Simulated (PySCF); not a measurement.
# Si2BH5ClOF

The system: Si2BH5ClOF, a small molecule; neutral, singlet. The structure, one conformer, was relaxed in the gas phase by PBE0-D3(BJ)/def2-SVP. No frequency run checks that it is a minimum.

SMILES: O[Si](F)(Cl)B[SiH3]

```xyz
11

Si    1.428   -0.604    0.154
F     2.188   -1.819    0.909
Cl    2.568    1.085    0.540
B    -0.316   -0.008    0.869
Si   -1.605    0.998   -0.299
O     1.379   -0.960   -1.450
H    -0.569   -0.200    2.034
H    -0.967    1.630   -1.492
H    -2.555   -0.062   -0.783
H    -2.396    2.028    0.443
H     2.173   -1.312   -1.866
```
(Å; atoms numbered from 1)

Shieldings: GIAO PBE0/pcSseg-2. Shifts are against computed references at the same level: H TMS (σ 31.24 ppm), Si TMS (σ 341.3 ppm). Core levels by delta-SCF with SCAN, pcX-2 on the ionised atom and pcseg-1 elsewhere, spin-free X2C (2p3/2 is the spin-free 2p value less a third of a first-order spin-orbit splitting); from the vacuum level, for chosen atoms.

Task: Give the shieldings and core levels atom by atom.

Result: 
```tsv
atoms	bonded to	σ (ppm)	δ (ppm)	core level (eV)
Si1	1 B + 1 Cl + 1 F + 1 O	363.1	-21.8	2p3/2 108.80
F2	1 Si	298.2	-	1s 692.53
Cl3	1 Si	864.0	-	2p3/2 206.10
B4	2 Si + 1 H	-31.4	-	-
Si5	1 B + 3 H	438.1	-96.9	-
O6	1 Si + 1 H	254.3	-	1s 539.34
H7	1 B	19.50	11.74	-
H8 H9 H10	1 Si	27.26	3.98	-
H11	1 O	28.47	2.77	-
```

Values are those of this one static structure, with the three H of a rotating XH3 group averaged; atoms that internal rotation interchanges would show their mean in an NMR spectrum.

Core levels of B4 are left out, their hole states being strongly spin-contaminated.

Task: By CAM-B3LYP/def2-SVPD (TDDFT singlets, Tamm-Dancoff triplets, ionisation by delta-SCF), where does absorption start, and what does vertical ionisation take?

Result: The lowest singlet lies at 3.73 eV (f 0.001), the strongest of the first 6 at 6.13 eV (f 0.079), the lowest triplet at 2.96 eV; vertical ionisation takes 10.57 eV.

The 3 runs behind this took 3.9 min in all, one thread each of Arm Neoverse V1 on a shared host, launched as `OMP_NUM_THREADS=1 python cluster_run.py task.json out`.
